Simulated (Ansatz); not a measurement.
`C[SiH2][SiH]1C=N1` and `[SiH3][SiH]1C=N1` differ in one atom or group.

Ansatz, PBE0-D4/def2-TZVP geometries, multiplicity 1. Each molecule was computed in one conformer, which needn't be the lowest.

```json
{"property": "HOMO energy (B3LYP/def2-TZVPP) / eV", "`C[SiH2][SiH]1C=N1`": "-6.32"}
{"property": "HOMO–LUMO gap (PBE0/def2-TZVPP) / eV", "`C[SiH2][SiH]1C=N1`": "5.63"}
{"property": "HOMO energy (PBE/def2-TZVPP) / eV", "`C[SiH2][SiH]1C=N1`": "-5.42"}
{"property": "LUMO energy (B3LYP/def2-TZVPP) / eV", "`C[SiH2][SiH]1C=N1`": "-1.10"}
{"property": "size of the dipole moment (PBE/def2-TZVPP) / D", "`C[SiH2][SiH]1C=N1`": "1.46"}
{"property": "HOMO–LUMO gap (B3LYP/def2-TZVPP) / eV", "`C[SiH2][SiH]1C=N1`": "5.22"}
```

Question: Give the same properties after the change, and the shifts. (Best estimate.)

Answer: Ansatz gave: 
| property | `[SiH3][SiH]1C=N1` | shift |
| --- | --- | --- |
| HOMO energy (B3LYP/def2-TZVPP) / eV | -6.46 | -0.14 |
| HOMO–LUMO gap (PBE0/def2-TZVPP) / eV | 5.68 | 0.05 |
| HOMO energy (PBE/def2-TZVPP) / eV | -5.56 | -0.14 |
| LUMO energy (B3LYP/def2-TZVPP) / eV | -1.21 | -0.11 |
| size of the dipole moment (PBE/def2-TZVPP) / D | 1.62 | 0.16 |
| HOMO–LUMO gap (B3LYP/def2-TZVPP) / eV | 5.26 | 0.04 |

Dipoles are sizes alone; their direction can turn.

B3LYP here is the variant with VWN-RPA as its local correlation; programs differ in this.
